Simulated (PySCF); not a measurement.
C3H2ClF3. Atoms are numbered in the order given.

```xyz
9

F      0.8781    -2.1214     0.3899
C      1.2293    -0.8447     0.3313
C      0.3983     0.1367    -0.0378
Cl     0.9865     1.7764    -0.0548
C     -1.0485     0.0098    -0.4425
F     -1.3922    -1.2836    -0.6286
F     -1.8496     0.5249     0.5267
H      2.2707    -0.6597     0.6092
H     -1.2421     0.5695    -1.3752
```

The structure is a stationary point at B3LYP-D3(BJ)/def2-SVP. One conformer was computed; it need not be the lowest.

Calculation: PBE/pcSseg-1 (PySCF).

GIAO shieldings, no solvent; atoms listed in one row are averaged. δ = σ(ref) − σ: ¹⁹F against CFCl3 (σ = 133.6 ppm); ¹³C against TMS (σ = 182.0 ppm); ³⁵Cl against HCl (σ = 936.5 ppm); ¹H against TMS (σ = 31.49 ppm), references at their B3LYP-D3(BJ)/def2-TZVP geometries, non-relativistic (without spin–orbit terms, shifts of atoms bonded to Cl or Br come out too high).

Estimate the chemical shifts. (Estimate from the structure and the level; the computed values follow.)


```json
[
 {"nucleus": "¹⁹F", "atoms": "F1", "count": "1", "δ (ppm)": "-123.6"},
 {"nucleus": "¹⁹F", "atoms": "F7", "count": "1", "δ (ppm)": "-143.3"},
 {"nucleus": "¹⁹F", "atoms": "F6", "count": "1", "δ (ppm)": "-163.6"},
 {"nucleus": "¹³C", "atoms": "C2", "count": "1", "δ (ppm)": "159.9"},
 {"nucleus": "¹³C", "atoms": "C3", "count": "1", "δ (ppm)": "129.8"},
 {"nucleus": "¹³C", "atoms": "C5", "count": "1", "δ (ppm)": "124.2"},
 {"nucleus": "³⁵Cl", "atoms": "Cl4", "count": "1", "δ (ppm)": "180.3"},
 {"nucleus": "¹H", "atoms": "H8", "count": "1", "δ (ppm)": "7.30"},
 {"nucleus": "¹H", "atoms": "H9", "count": "1", "δ (ppm)": "6.51"}
]
```
